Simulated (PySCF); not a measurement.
All numbers come from PBE0 in PySCF with S def2-TZVP, F def2-TZVP; no relativity; density-fitted integrals. Open shells, if any, are unrestricted.

**Question.** What shape and geometry does isolated singlet SF₆ take (every ligand bound to S)?

**Answer.** Counting electrons, sulfur keeps none of its valence electrons outside its bonds, so the VSEPR class is AX6 and the expected shape is octahedral (Oh), as computed. The lowest minimum found is a singlet of Oh symmetry with S–F 1.565 Å (×6); F–S–F 90.0° (×12), F–S–F 180.0° (×3). Its harmonic wavenumbers are 343 (t2u), 518 (t2g), 610 (t1u), 647 (eg), 778 (a1g), 962 (t1u) cm⁻¹ and its dipole moment is 0.00 D.
